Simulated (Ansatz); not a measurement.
Geometry optimisation, Ansatz, RKS r2SCAN-D4/6-31G*.

Input file:

```yaml
crystal:
  periodic: [false, false, false]
  atoms:
    - { symbol: "N", position_ang: [-0.802, 2.2689, 0.1813] }
    - { symbol: Al, position_ang: [-0.7081, 0.4182, -0.0443] }
    - { symbol: "N", position_ang: [0.9285, -0.3537, -0.5832] }
    - { symbol: P, position_ang: [1.39938, 0.31631, -2.2192] }
    - { symbol: H, position_ang: [-1.1695, 2.4762, 1.131] }
    - { symbol: H, position_ang: [-1.619, 2.6462, -0.4645] }
    - { symbol: H, position_ang: [-1.9433, -0.5116, 0.2304] }
    - { symbol: H, position_ang: [1.68018, -0.13451, 0.07231] }
    - { symbol: H, position_ang: [1.83461, 1.60831, -1.63744] }
    - { symbol: H, position_ang: [2.66846, -0.24244, -2.26148] }
basis:
  gaussian: { orbitals: "6-31G*" }
hamiltonian:
  xc: r2scan
  dispersion: d4
relax:
  f_tol: 0.015
  max_steps: 40
```

Command:

```bash
$ ansatz run input.yaml --threads 2 --pin off --max-ram 3072MiB --backend cpu --events-out ev --progress --plain --runs-dir out
```

Task: Where does it end, and by what steps?

Result: It converged. After 15 steps the energy has fallen by 1.364 eV; H7 moved furthest, 1.35 Å.

```tsv
step	energy less start (eV)	largest force component (eV/Å)	accepted
0	0.0000	2.342	yes
1	-0.3392	1.149	yes
2	-0.4857	1.911	yes
3	-0.5811	0.531	yes
4	-0.6482	0.912	yes
5	-0.7351	1.190	yes
6	-0.8856	0.957	yes
7	-1.0120	1.117	yes
8	-1.1389	0.602	yes
9	-1.2305	0.341	yes
10	-1.2963	0.278	yes
11	-1.3395	0.165	yes
12	-1.3560	0.257	yes
13	-1.3508	0.417	no
14	-1.3634	0.057	yes
15	-1.3638	0.006	yes
```

```xyz
10
Properties=species:S:1:pos:R:3
N -1.365 2.038 0.000
Al -0.607 0.466 0.308
N 0.886 0.031 -0.604
P 1.606 1.067 -1.769
H -2.203 2.377 0.455
H -1.019 2.721 -0.664
H -1.201 -0.563 1.358
H 1.345 -0.861 -0.437
H 2.984 1.046 -1.379
H 1.842 0.171 -2.861
```

Time of the run: 84 s on 2 CPU threads of a shared host.
